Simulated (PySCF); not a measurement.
SMILES F[Si](F)(F)/C=[CH]/[Ge]([Cl])([Cl])[Cl] (C₂H₂Cl₃F₃GeSi), singlet at its PBE0/def2-SVP optimised geometry (Å):

```
12

Si     2.3249    -0.5273    -0.9457
F      2.9513     0.2564    -2.1920
F      2.9285    -2.0086    -0.9695
F      2.8243     0.1930     0.3947
C      0.4850    -0.5398    -0.9889
C     -0.2322     0.0113     0.0000
Ge    -2.1633     0.0113     0.0000
Cl    -2.9285     2.0086     0.0000
Cl    -2.8834    -0.9999    -1.7454
Cl    -2.9223    -0.9831     1.7351
H     -0.0327    -1.0106    -1.8355
H      0.2540     0.4887     0.8601
```

Level of theory: PBE0/def2-TZVP run with PySCF. Cells within 0.4 Å of a nucleus heavier than hydrogen are left out (blank, or x).

Map of the log10 of the electron density (e/bohr³), floored at −4 on the plane z = 1.5 Å:

```
|000000000000000000000000000|
|000000000000000000000000000|
|000000000000000000000000000|
|000001100000000000000000000|
|000122221000000000000000000|
|001233332100000000000000000|
|012345543210000000000000000|
|013455554310000000000000000|
|023455554321111100000000000|
|013455554322233211112210000|
|012345544333455432233331000|
|013445554434566543345543100|
|124566665545566543456653100|
|135678876545566533456653200|
|246799997654555432345543100|
|24689xx98654443322234432000|
|24689xx98643332211122210000|
|246799997542211100001000000|
|135678876532100000000000000|
|023566665321000000000000000|
|012344443210000000000000000|
|000122221000000000000000000|
|000000000000000000000000000|
|000000000000000000000000000|
|000000000000000000000000000|
|000000000000000000000000000|
|000000000000000000000000000|
```
Scale: ten equal steps from -4.00 (start of '0') to -0.565 (end of '9'), in the order '0123456789'; x runs from -5.00 to 5.00, y from -5.00 (bottom) to 5.00 (top).
